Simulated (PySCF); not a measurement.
Where the electron goes

C₆H₁₀O.
Z-matrix (Å and degrees, PBE0-D3(BJ)/def2-SVP geometry), rows numbered from 1:
```
C 
C   1  1.3406
C   2  1.4630  1  126.63
C   3  1.3420  2  120.97  1   179.92
C   3  1.5014  2  117.88  1    -0.05
O   5  1.3908  3  111.21  2  -179.99
C   6  1.3910  5  113.44  3  -179.97
H   1  1.0923  2  120.98  3  -179.98
H   1  1.0933  2  122.57  3     0.01
H   2  1.0957  1  118.57  3   179.99
H   4  1.0930  3  120.69  2     0.05
H   4  1.0907  3  120.67  2  -180.00
H   5  1.1119  3  109.01  2   -57.52
H   5  1.1119  3  109.01  2    57.55
H   7  1.0987  6  107.90  5  -179.86
H   7  1.1085  6  112.06  5    60.77
H   7  1.1085  6  112.06  5   -60.50
```

Computed, not measured: TDDFT wB97X-D/def2-SVPD, vertical, gas phase, core orbitals frozen in the response in PySCF 2.14.0, density-fitted response routines.

Kohn–Sham orbitals with the atoms that hold most of them (Löwdin shares over 4%, at most four atoms; ? is withheld):

| orbital | ε (eV) | atoms |
| --- | --- | --- |
| LUMO+2 | 2.81 | C1 19%, C7 14%, C2 13%, H8 10% |
| LUMO+1 | 2.33 | C7 22%, C5 12%, C1 8%, H14 7% |
| LUMO | ? | ? |
| HOMO | -8.50 | ? |
| HOMO-1 | -9.51 | O6 55%, C5 11%, C7 9%, H14 5% |
| HOMO-2 | -10.96 | C2 26%, C3 19%, C1 17%, C4 10% |
| HOMO-3 | -11.17 | O6 42%, C5 13%, C7 10%, C3 7% |

Task: Give the leading atoms of the LUMO.

Result: C4 (bonded to C and 2 H) 24%; C1 (bonded to C and 2 H) 23%; C2 (bonded to 2 C and H) 17%; C3 (bonded to 3 C) 15%.

Task: Give the leading atoms of the HOMO.

Result: C4 (bonded to C and 2 H) 26%; C1 (bonded to C and 2 H) 23%; C3 (bonded to 3 C) 21%; C2 (bonded to 2 C and H) 16%.

Task: What is the LUMO energy, and the HOMO–LUMO gap?

Result: ε(LUMO) = 0.90 eV; the gap is 9.41 eV (0.3457 hartree).

Task: How does S1 compare with the orbital gap of 9.41 eV?

Result: S1 is at 5.84 eV (f = 0.590), 3.56 eV below the gap, made of HOMO→LUMO (97%). 

Task: Give energy, strength and leading configuration of S1, S2 and S5, and follow the Löwdin shares of the leading atoms from the occupied to the empty orbital.

Result: 
- S1 (5.84 eV, f 0.590), HOMO→LUMO (97%): C4 26% → 24%, C1 23% → 23%
- S2 (6.46 eV, f 0.023), HOMO-1→LUMO (96%): O6 55% → at most 16%, C5 11% → at most 16%, C4 at most 6% → 24%, C1 at most 6% → 23%
- S5 (7.45 eV, f 0.0054), HOMO-1→LUMO+1 (76%): O6 55% → at most 7%, C5 11% → 12%, C7 9% → 22%

Löwdin shares depend on the basis, the more so with diffuse functions.

One conformer stands for the species.
